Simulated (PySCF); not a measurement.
Small edits and their spectra

Starting compound: `[SiH3]OC1=CC=C/C1=C\Cl`, C$_{6}$H$_{7}$ClOSi.

¹H NMR (400 MHz, computed): δ 7.14 (s, 1H), 6.47 (m, 1H), 6.14 (d, 1H), 5.30 (d, 1H), 5.05 (s, 3H). ¹³C{¹H} NMR (computed): δ 159.3 (C), 148.9 (C), 141.9 (CH), 140.1 (CH), 115.0 (CH), 107.9 (CH).

[PySCF: geometry from GFN2-xTB; PBE0/pcSseg-1 with gauge-including orbitals; in vacuum; one computed conformer; fast rotation and ring inversion assumed for equivalent nuclei; non-relativistic Hamiltonian]

Shifts are taken against calculated references (same method and geometry level): ¹H, ¹³C vs TMS. Where no couplings were computed, multiplicities follow the n + 1 count of equivalent neighbours, and m marks all less simple cases (inequivalent or close neighbours, rings, F or P nearby). Shifts are as computed. Against solution values, carbons near 30 ppm lie about +3 ppm off and those near 130 ppm about +5 ppm; carbons on Cl a further +6 ppm. Of 1309 compounds with measured shifts, 239 miss one by over three times the rms of a fit or turn the order of signals round; such compounds aren't used in these exercises. Carbons bonded to Cl come out too deshielded.

(1) What are the spectra after this edit: H2 added to a C-C multiple bond, giving `[SiH3]OC1=CCC/C1=C\Cl`?

(2) What are the spectra after this edit: O inserted into a C-C bond, giving `[SiH3]OC1=COC=C/C1=C/Cl`?

(3) What are the spectra after this edit: CH2 inserted into a C-C bond, giving `[SiH3]OC1=CCC=C/C1=C\Cl`?

(4) What are the spectra after this edit: H on C replaced by CH3, giving `CC1=CC=C(O[SiH3])/C1=C/Cl`?

Answers

(1) ¹H NMR (400 MHz, computed): δ 6.33 (s, 1H), 5.17 (t, 1H), 5.03 (s, 3H), 2.74 (m, 2H), 2.63 (m, 2H). ¹³C{¹H} NMR (computed): δ 160.7 (C), 151.2 (C), 122.1 (CH), 116.0 (CH), 29.6 (CH2), 29.6 (CH2).

(2) ¹H NMR (400 MHz, computed): δ 6.54 (d, 1H), 6.37 (s, 1H), 5.68 (d, 1H), 5.39 (s, 1H), 5.01 (s, 3H). ¹³C{¹H} NMR (computed): δ 148.5 (C), 147.1 (CH), 134.0 (CH), 132.4 (C), 115.4 (CH), 112.4 (CH).

(3) ¹H NMR (400 MHz, computed): δ 7.10 (d, 1H), 6.39 (s, 1H), 6.25 (m, 1H), 5.36 (t, 1H), 5.06 (s, 3H), 3.37 (m, 2H). ¹³C{¹H} NMR (computed): δ 154.9 (C), 136.0 (CH), 135.0 (C), 129.7 (CH), 126.0 (CH), 110.4 (CH), 34.1 (CH2).

(4) ¹H NMR (400 MHz, computed): δ 7.21 (s, 1H), 6.09 (d, 1H), 5.18 (d, 1H), 5.02 (s, 3H), 2.32 (s, 3H). ¹³C{¹H} NMR (computed): δ 157.8 (C), 147.4 (C), 141.3 (CH), 135.4 (CH), 128.6 (C), 106.7 (CH), 19.9 (CH3).
